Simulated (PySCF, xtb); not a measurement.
Al2H4, SMILES [AlH2][AlH2].

GFN2-xTB (xtb) at its own geometry gives an orbital gap of 2.24 eV and a dipole moment of 0.00 D.

The structure is a stationary point at TPSSh-D3(BJ)/def2-TZVP.

**Question.** What does PBE/def2-TZVPD in PySCF give? (Estimate from the structure and the level; the computed values follow.)

**Answer.** gap 3.08 eV (levels -5.92 and -2.85 eV), dipole 0.00 D.
